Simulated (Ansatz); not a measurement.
As2Se (the lowest singlet isomer of a short search) was relaxed with PBE0-D4 (def2-TZVP) in Ansatz in these states: neutral quintet, neutral triplet. The geometries follow in no particular order.

A:

```
atom   x (Å)   y (Å)   z (Å)
 As1   1.267   0.151   0.530
 As2  -0.673  -1.206   0.032
 Se3  -0.594   1.055  -0.562
```

B:

```xyz
3

As    1.702   -0.267    0.789
As   -1.446    1.146   -0.436
Se   -0.257   -0.879   -0.354
```

Task: Judge from the bond lengths which geometry belongs to which state (an estimate).

Result: A is the neutral triplet (As1–As2 2.420 Å, As2–Se3 2.339 Å, As1–Se3 2.339 Å); B is the neutral quintet (As1–As2 3.661 Å, As2–Se3 2.350 Å, As1–Se3 2.349 Å).

At PBE0-D4/def2-TZVP a broken-symmetry singlet lies 0.10 eV below the neutral triplet. At PBE0-D4/def2-TZVP a broken-symmetry singlet lies 1.73 eV below the neutral quintet. These are the stationary points nearest to one start from a short search; other shapes may lie lower in each state.
